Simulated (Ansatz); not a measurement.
NaO, multiplicity 2 (the spin of the measured ground state), most abundant isotopes (15.9949 and 22.9898 u). Constants from fifth-degree fits in 1/R to seven points on the lowest solution found; no spin–orbit coupling, no relativity up to Kr; ω_e x_e and α_e move by some per cent with the fit.

Correlated levels freeze the inner cores; with def2 sets outer-core shells near the valence are correlated too.

Programs: Ansatz (an electronic-structure program). 

```json
[
 {"level": "PBE/def2-TZVPP", "r_e (Å)": "2.0696", "ω_e (cm⁻¹)": "466.3", "ω_e x_e (cm⁻¹)": "3.49", "α_e (cm⁻¹)": "0.00478"},
 {"level": "CCSD(T)/def2-QZVPP", "r_e (Å)": "2.0521", "ω_e (cm⁻¹)": "504.4", "ω_e x_e (cm⁻¹)": "3.66", "α_e (cm⁻¹)": "0.00436"}
]
```

D_e from total energies of the atoms and the molecule: 2.86 eV at PBE/def2-TZVPP; 2.67 eV at CCSD(T)/def2-QZVPP.

Q: Derive the rotational constants, the centrifugal constant, the fundamental, the zero-point energy and the force constant, and test the Morse rule for the well depth.

A: 
μ = 9.43241 u.
- PBE/def2-TZVPP: B_e = 16.8576/(μ r_e²) = 0.41726 cm⁻¹; B₀ = B_e − α_e/2 = 0.41487 cm⁻¹; D = 4B_e³/ω_e² = 1.34e-06 cm⁻¹; fundamental ω_e − 2ω_e x_e = 459 cm⁻¹; zero-point energy ω_e/2 − ω_e x_e/4 = 232 cm⁻¹; k = μ(2πcω_e)² = 121 N/m; a Morse well would hold ω_e²/(4ω_e x_e) = 1.93 eV against the computed D_e of 2.86 eV
- CCSD(T)/def2-QZVPP: B_e = 16.8576/(μ r_e²) = 0.42439 cm⁻¹; B₀ = B_e − α_e/2 = 0.42221 cm⁻¹; D = 4B_e³/ω_e² = 1.20e-06 cm⁻¹; fundamental ω_e − 2ω_e x_e = 497 cm⁻¹; zero-point energy ω_e/2 − ω_e x_e/4 = 251 cm⁻¹; k = μ(2πcω_e)² = 141 N/m; a Morse well would hold ω_e²/(4ω_e x_e) = 2.15 eV against the computed D_e of 2.67 eV
